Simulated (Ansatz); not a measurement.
`C=C[SiH2]O` + `[SiH3]`• → `C=C[SiH]O`• + SiH₄  (hydrogen abstraction from the Si–H bond)

Gas-phase electronic energies from Ansatz, PBE0-D4/def2-TZVP geometries. CCSD(T)/CBS is the MP2 limit (def2-TZVPP, def2-QZVPP) plus CCSD(T) − MP2 in def2-TZVPP, frozen cores. This one scheme is used for every species. Functionals use def2-TZVPP. No spin–orbit coupling; open shells (•) take unrestricted orbitals. Each species was taken in one conformer, which may not be the lowest.

`C=C[SiH2]O`:

Z-matrix (Å, degrees):
```
Si
C 1 1.857
O 1 1.649 2 111.4
H 1 1.491 2 108.7 3 122.7
H 1 1.484 2 111.0 3 -117.5
C 2 1.330 1 122.9 3 6.6
H 2 1.090 1 118.9 3 -173.1
H 3 0.958 1 117.3 2 72.7
H 6 1.087 2 121.4 1 0.7
H 6 1.086 2 122.4 1 -179.7
```

`[SiH3]`•:

```xyz
4

Si   -0.209   -0.265   -0.009
H    -0.158    0.221    1.394
H    -0.759    0.773   -0.919
H     1.126   -0.730   -0.467
```

`C=C[SiH]O`•:

Z-matrix (Å, degrees):
```
C
C 1 1.336
H 1 1.086 2 122.2
H 1 1.086 2 121.8 3 178.9
Si 2 1.845 1 124.3 3 176.6
H 2 1.090 1 118.3 3 1.1
O 5 1.652 2 113.2 1 8.9
H 5 1.487 2 112.2 1 129.2
H 7 0.958 5 117.3 2 -65.1
```

SiH₄:

```xyz
5

Si    0.000    0.000    0.000
H     0.734    1.038    0.766
H    -0.238    0.482   -1.384
H    -1.302   -0.275    0.659
H     0.806   -1.246   -0.042
```

CCSD(T)/CBS gives +3.7 kJ/mol.

(1) Another level gave -4.0 kJ/mol. Which?
A. CCSD/def2-TZVPP
B. ωB97M-V/def2-TZVPP
C. r2SCAN-D4/def2-TZVPP
D. revPBE-D4/def2-TZVPP

Largest T1 diagnostic among the species: 0.027.

Results:

(1) C. r2SCAN-D4 -4.0, ωB97M-V 1.9, revPBE-D4 -8.1, CCSD/def2-TZVPP 6.0 kJ/mol.

From PBE to PBE0 (25 % exact exchange), in def2-TZVPP and without D4, ΔE moves by +6.0 kJ/mol. Leaving LDA and LC-ωPBE aside and taking each functional with its dispersion term where it has one, the values, not all of them listed here, spread over 13.8 kJ/mol, from BLYP-D4 to PBE-QIDH.
